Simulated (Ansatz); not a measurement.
From Si to Sn: the HOMO–LUMO gap

One atom is swapped for its congeners: C6H14O2Si `CC(C)O[Si]OC(C)C`; C6H14GeO2 `CC(C)[O][Ge][O]C(C)C`; C6H14O2Sn `CC(C)[O][Sn][O]C(C)C`. All are singlets with charge 0.

Shapes, held fixed at every level: PBE0-D4/def2-TZVP. Flexible molecules stand in one conformer, not always the lowest. Programs: Ansatz 0.2.0. Values in eV.

Q: How should the HOMO–LUMO gap change along the series?

A: At wB97M-V/def2-TZVPP the HOMO–LUMO gap falls at every step, from 10.12 to 9.16 eV. Every level shows the same order. For atoms past krypton def2 sets carry core potentials with scalar relativity. Relativity is left out for Ge unless named. Orbital gaps aren't excitation energies, and the LUMO depends on the basis.

| level | C6H14O2Si | C6H14GeO2 | C6H14O2Sn |
| --- | --- | --- | --- |
| SPW92/def2-TZVPP | 4.07 | 3.89 | 3.40 |
| r2SCAN-D4/def2-TZVPP | 4.43 | 4.24 | 3.77 |
| B3LYP-D4/def2-TZVPP | 5.66 | 5.48 | 4.89 |
| r2SCAN0-D4/def2-TZVPP | 6.21 | 6.09 | 5.52 |
| wB97X-V/def2-TZVPP | 10.38 | 10.21 | 9.37 |
| wB97M-V/def2-TZVPP | 10.12 | 10.04 | 9.16 |
